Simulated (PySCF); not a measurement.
# F: excitation energy

F [He] 2s2 2p5 (2P) → F [He] 2s1 2p6 (2S), as a difference of total energies. Computed with PySCF 2.14 in x2c-QZVPPall (7s4p3d2f1g, 57 functions), with the spin-free X2C one-electron Hamiltonian (Gaussian nucleus). Correlated levels: valence: 1s2 frozen; valence and next inner shell: nothing frozen. The calculations carry no spin-orbit coupling.

```json
{"method": "UHF", "excitation energy (cm⁻¹)": "193200"}
{"method": "LDA", "excitation energy (cm⁻¹)": "147820"}
{"method": "PBE", "excitation energy (cm⁻¹)": "153130"}
{"method": "PBE0", "excitation energy (cm⁻¹)": "163270"}
{"method": "r2SCAN", "excitation energy (cm⁻¹)": "167010"}
{"method": "BHandHLYP", "excitation energy (cm⁻¹)": "172130"}
{"method": "LC-wPBE", "excitation energy (cm⁻¹)": "157540"}
{"method": "ROHF", "excitation energy (cm⁻¹)": "193880"}
{"method": "MP2 (valence)", "excitation energy (cm⁻¹)": "177110"}
{"method": "SCS-MP2 (valence)", "excitation energy (cm⁻¹)": "176220"}
{"method": "MP2 (valence and next inner shell)", "excitation energy (cm⁻¹)": "176570"}
{"method": "SCS-MP2 (valence and next inner shell)", "excitation energy (cm⁻¹)": "175860"}
```

Question: Estimate what M06 gives.

Answer: 161760 cm⁻¹, closest to PBE0 among the rows shown.

Question: Estimate what MN15 gives.

Answer: 152900 cm⁻¹, closest to PBE among the rows shown.

A first-order spin-orbit estimate (lowest level to lowest level, LS coupling) adds 0.018 eV.

The upper state lies above the first ionisation limit, where it may autoionise and the basis confines it.
